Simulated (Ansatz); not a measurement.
Bond stretch in SMILES [BH3-][OH2+] (H5BO). The B1–O5 bond (B1 also carries H, H, H; O5 carries H, H) is pulled apart rigidly from the PBE0/def2-TZVP optimised geometry.

Computed with unrestricted PBE0/cc-pVTZ in Ansatz (a program for electronic structure).

The batch members p0 to p7 hold the bond at 1.36, 1.42, 1.52, 1.59, 1.63, 1.69, 1.74, 1.77 Å.

Ansatz input:

Ansatz 0.2 input:
```yaml
# input.yaml
basis:
  gaussian: { orbitals: cc-pvtz }
hamiltonian:
  xc: pbe0
batch:
  members: [p0.yaml, p1.yaml, p2.yaml, p3.yaml, p4.yaml, p5.yaml, p6.yaml, p7.yaml]

# p4.yaml, one of the 8 members of this batch
crystal:
  periodic: [false, false, false]
  atoms:
    - { symbol: B, position_ang: [0.0, 0.0, 0.0] }
    - { symbol: H, position_ang: [1.01837815, -0.5881168, -0.28583492] }
    - { symbol: H, position_ang: [0.0, 1.17782061, -0.25026671] }
    - { symbol: H, position_ang: [-1.02011849, -0.58889383, -0.25005414] }
    - { symbol: O, position_ang: [0.0, 0.0, 1.63] }
    - { symbol: H, position_ang: [0.02703526, -0.91349626, 1.93606888] }
    - { symbol: H, position_ang: [0.80669697, 0.42925269, 1.93635629] }
total_charge: 0
magnetization:
  spin_polarized: true
```

Lines of the output on each member:

```
Member 0: Total energy: -2801.01852604 eV, -102.9355322336 hartree
Member 1: Total energy: -2801.42821727 eV, -102.9505881084 hartree
Member 2: Total energy: -2801.81456815 eV, -102.9647862414 hartree
Member 3: Total energy: -2801.93831359 eV, -102.9693338025 hartree
Member 4: Total energy: -2801.97258619 eV, -102.9705932972 hartree
Member 5: Total energy: -2801.98817764 eV, -102.9711662726 hartree
Member 7: Total energy: -2801.96218810 eV, -102.9702111745 hartree
Member 6: Total energy: -2801.97685337 eV, -102.9707501131 hartree
```
